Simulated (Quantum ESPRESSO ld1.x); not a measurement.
Species: Cl III. Configuration: [Ne] 3s2 3p3.

Calculated with ld1.x of Quantum ESPRESSO 7.5: scalar-relativistic Kohn-Sham, LDA (Slater exchange, Perdew-Wang correlation), spin-polarised, spherical densities, point nucleus; open shells are filled with parallel spins first.

Energy parts (hartree):
| part | energy |
|---|---|
| total | -458.7578 |
| kinetic | 460.5478 |
| electron-nucleus | -1081.0769 |
| Hartree | 187.7984 |
| exchange-correlation | -26.0271 |

Orbitals (lengths in bohr, moments of r in powers of bohr; <r^-3> diverges for s and p1/2; r(90%) holds 90 % of the orbital's charge):
\begin{tabular}{lrrrrrr}
orbital & occ. & eigenvalue (hartree) & r(90%) & <r> & <r^-3> & <r^4> \\ \hline
1s up & 1 & -101.814 & 0.163 & 0.09122 & - & 0.0003233 \\
1s down & 1 & -101.789 & 0.163 & 0.09120 & - & 0.0003231 \\
2s up & 1 & -10.2741 & 0.698 & 0.4458 & - & 0.1008 \\
2s down & 1 & -10.2469 & 0.696 & 0.4452 & - & 0.09970 \\
2p up & 3 & -8.07207 & 0.677 & 0.4073 & 102.5 & 0.09156 \\
2p down & 3 & -8.03840 & 0.676 & 0.4067 & 102.6 & 0.09031 \\
3s up & 1 & -1.69806 & 2.14 & 1.436 & - & 8.952 \\
3s down & 1 & -1.56465 & 2.18 & 1.453 & - & 9.604 \\
3p up & 3 & -1.21355 & 2.42 & 1.587 & 10.26 & 14.44 \\
3p down & 0 & -1.08820 & 2.50 & 1.626 & 9.850 & 16.57 \\
3d up & 0 & -0.55280 & 3.35 & 2.080 & 0.5420 & 53.02 \\
4s up & 0 & -0.46569 & 5.25 & 3.625 & - & 325.0 \\
3d down & 0 & -0.45933 & 3.79 & 2.310 & 0.4566 & 85.55 \\
4s down & 0 & -0.43652 & 5.49 & 3.793 & - & 388.9 \\
\end{tabular}

The highest occupied level is 3p up at -33.022 eV. Summed over all electrons, <r^2> = 15.34 bohr^2, which gives a Langevin (diamagnetic) susceptibility term of -12.2 x 10^-6 cm^3/mol. Spin moment in Bohr magnetons: 3.
